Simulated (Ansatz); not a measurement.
Geometry optimisation, RKS PBE0-D4/6-31G* in Ansatz 0.2.0.

Input:

```yaml
crystal:
  periodic: [false, false, false]
  atoms:
    - { symbol: B, position_ang: [0.0, 0.0, 0.0] }
    - { symbol: Cl, position_ang: [0.0, 0.0, 2.21] }
    - { symbol: "N", position_ang: [1.3423, 0.0, -0.775] }
    - { symbol: H, position_ang: [1.8089, -0.9179, -1.0268] }
    - { symbol: H, position_ang: [1.7937, 0.9179, -1.0532] }
    - { symbol: O, position_ang: [-1.2211, 0.0, -0.705] }
    - { symbol: H, position_ang: [-1.7308, -0.8467, -0.4965] }
    - { symbol: H, position_ang: [0.0668, 1.4124, 0.4698] }
    - { symbol: H, position_ang: [0.0595, 1.2578, 1.3665] }
basis:
  gaussian: { orbitals: "6-31G*" }
hamiltonian:
  xc: pbe0
  dispersion: d4
relax:
  f_tol: 0.15
  max_steps: 25
  restrain:
    - { distance: [0, 7], at: 1.19, k: 30.0 }
    - { distance: [8, 1], at: 1.37, k: 30.0 }
    - { distance: [0, 1], at: 3.06, k: 30.0 }
    - { distance: [8, 7], at: 1.86, k: 30.0 }
```

Command:

```bash
$ ansatz run input.yaml --threads 1 --pin off --max-ram 2048MiB --backend cpu --events-out ev --progress --plain --runs-dir out
```

Task: Where does it end, and by what steps?

Result: The run converged. The restraints hold the end off the free minimum. After 9 steps the energy has fallen by 3.371 eV (the restraints' own energy left out); B1 moved furthest, 0.69 Å.

```
step  energy less start (eV)  largest force component (eV/Å)  accepted
   0                  0.0000                           3.565       yes
   1                 -0.8749                           4.558       yes
   2                 -1.9364                           3.086       yes
   3                 -2.5966                           0.969       yes
   4                 -3.0056                           1.342       yes
   5                 -3.1644                           2.236       yes
   6                 -3.1704                           1.665       yes
   7                 -3.3475                           0.754       yes
   8                 -3.3302                           1.040        no
   9                 -3.3712                           0.785       yes
```

```xyz
9
Properties=species:S:1:pos:R:3
B -0.028 0.541 -0.424
Cl 0.187 0.103 2.610
N 1.198 0.013 -0.850
H 1.352 -0.952 -1.102
H 2.050 0.541 -0.763
O -1.241 -0.089 -0.448
H -1.179 -1.015 -0.712
H -0.050 1.672 -0.028
H -0.171 1.009 1.706
```

The run took 35 s on 1 thread of Arm Neoverse V1, on a shared host, peak memory 0.17 GiB.
